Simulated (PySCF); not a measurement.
**BrCl: calculation against experiment**

**The experiment to reproduce.**

NIST CCCBDB Release 22 (SRD 101), experimental dipoles lists, for the gas: dipole moment (microwave Stark effect, vibrational ground state) 0.519 ± 0.004 D.

Liu, Meijer, Perez-Rios, Phys. Chem. Chem. Phys. 22 (2020) 24191 lists, for the gas: dipole moment 0.519 D.

The runs below try to reproduce these values; the comparison stands at the end.

Compound: BrCl.
SMILES with atom numbers: `[Cl:1][Br:2]`

Cartesian coordinates in Å at the BHandHLYP/cc-pVDZ level; atoms count from 1:
```
atom  x, y, z in Å
Cl1    1.0847   -0.0100   -0.0047
Br2   -1.0777   -0.0010   -0.0155
```

Runs made with PySCF (gas phase, on this BHandHLYP/cc-pVDZ geometry; no spin–orbit coupling):

| level | job | basis functions | wall time |
| --- | --- | --- | --- |
| BHandHLYP/cc-pVDZ, grid level 1 | geometry optimisation from a GFN2-xTB start | 45 | 2.2 s |

Hardware: an Intel Xeon Platinum 8375C at 2.90 GHz with one thread, on a shared host.

**Comparison with experiment**

**Dipole moment.** Measured: 0.519 D (NIST CCCBDB Release 22 (SRD 101), experimental dipoles) and 0.519 D (Liu, Meijer, Perez-Rios, Phys. Chem. Chem. Phys. 22 (2020) 24191). Differences are taken against the first.

```json
{"level": "BHandHLYP/cc-pVDZ", "computed (D)": "0.624", "computed − measured (D)": "+0.105", "% (from the printed values)": "+20"}
```

The computed dipoles belong to one fixed geometry; measured ones are averaged over vibrations unless marked μe. Magnitudes are compared, not signs.

No measured geometry was used, and the causes of the misses weren't examined.
